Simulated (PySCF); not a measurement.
**n-Pr2O: 4 charge schemes on one density**

Compound: n-Pr2O, C6H14O.
Structure used (GFN2-xTB), in Å, numbered top down from 1:
```xyz
21
C6H14O angstrom
C     -3.4276    0.6568    0.0450
C     -2.4077   -0.4721   -0.0164
C     -0.9821    0.0436    0.1538
O     -0.0972   -1.0516    0.0549
C      1.2067   -0.8100    0.5257
C      2.0293    0.1462   -0.3437
C      3.4790    0.1963    0.1196
H     -3.2506    1.3771   -0.7507
H     -3.3666    1.1778    0.9982
H     -4.4346    0.2630   -0.0662
H     -2.6086   -1.2037    0.7676
H     -2.4726   -0.9880   -0.9751
H     -0.8703    0.5301    1.1358
H     -0.7629    0.7918   -0.6229
H      1.1693   -0.4278    1.5588
H      1.6841   -1.7938    0.5364
H      1.5998    1.1490   -0.2963
H      1.9780   -0.1954   -1.3793
H      3.5393    0.5457    1.1481
H      3.9315   -0.7911    0.0670
H      4.0549    0.8731   -0.5063
```

Density: PBE0/pcSseg-1 (PySCF); schemes: Mulliken, IAO, Hirshfeld and ESP-fitted. Isolated species at its GFN2-xTB geometry (one conformer only).

**Question.** Give the atomic charges in each scheme.

**Answer.** In e; atoms taken as equivalent share a row and are averaged (×n: the atom named and its like, n in all):

```tsv
atom	environment	Mulliken	IAO	Hirshfeld	ESP-fitted
C1/C7	methyl carbon	-0.283	-0.420	-0.115	-0.446
C2/C6	chain CH2 carbon	-0.295	-0.261	-0.074	+0.160
C3/C5	sp3 carbon bound to oxygen	+0.068	-0.043	+0.003	+0.235
O4	ether oxygen	-0.524	-0.399	-0.143	-0.550
H8 (×6)	methyl hydrogen	+0.112	+0.139	+0.040	+0.105
H11/H12/H17/H18	methylene hydrogen	+0.122	+0.137	+0.037	0.000
H13/H14/H15/H16	methylene hydrogen	+0.096	+0.116	+0.032	+0.005
```

Mean size of the charges over all atoms: IAO 0.176 e, Mulliken 0.160 e, ESP-fitted 0.143 e, Hirshfeld 0.050 e. Each set sums to the total charge, 0, to within 0.001 e. The Mulliken scheme counts on each atom the diagonal of the density matrix times the overlap matrix over that atom's basis functions.

Some averages cover members that differ in this geometry: C3/C5, ESP-fitted +0.169 to +0.302; H13/H14/H15/H16, ESP-fitted -0.034 to +0.058; C1/C7, ESP-fitted -0.476 to -0.416; C2/C6, Mulliken -0.319 to -0.271 e.

Lowest charge. The schemes don't all agree: Mulliken O4 (-0.524); IAO C1/C7 (-0.420); Hirshfeld O4 (-0.143); ESP-fitted O4 (-0.550).

Highest charge. The schemes don't all agree: Mulliken H11/H12/H17/H18 (+0.122); IAO H8 (×6) (+0.139); Hirshfeld H8 (×6) (+0.040); ESP-fitted C3/C5 (+0.235).

**Question.** How closely do the schemes follow one another over all atoms?

**Answer.** Correlation coefficient and root-mean-square difference: IAO with Hirshfeld 0.99, 0.147 e; Mulliken with Hirshfeld 0.98, 0.135 e; Mulliken with IAO 0.95, 0.065 e; Hirshfeld with ESP-fitted 0.69, 0.176 e; Mulliken with ESP-fitted 0.64, 0.174 e; IAO with ESP-fitted 0.63, 0.180 e.

**Question.** How many electrons does the ESP-fitted scheme count on C6?

**Answer.** Its own charge is +0.180 e, so Z − q = 5.820.

The run behind these numbers computed NMR shieldings as well. On x86-64 server, one thread, no GPU (shared host), this took 20 s.
